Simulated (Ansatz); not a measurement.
## Ansatz (development build ahead of 0.2.0) run

```yaml
crystal:
  periodic: [false, false, false]
  atoms:
    - { symbol: K, position_ang: [0.0, 0.0, -1.25352] }
    - { symbol: Cl, position_ang: [0.0, 0.0, 1.40099] }
basis:
  gaussian: { orbitals: def2-TZVP }
hamiltonian:
  xc: hf
correlation:
  method: mp2
  frozen_orbitals: { Cl: 5, K: 5 }
```

The input is written out in the form of the current development build from the run's settings.

Results

```
Converged                       : yes
Reference energy                : -1058.74637 hartree
Correlation energy              : -0.35332 hartree
Total energy                    : -1059.09969 hartree
Spin squared of the determinant : 0.000
```
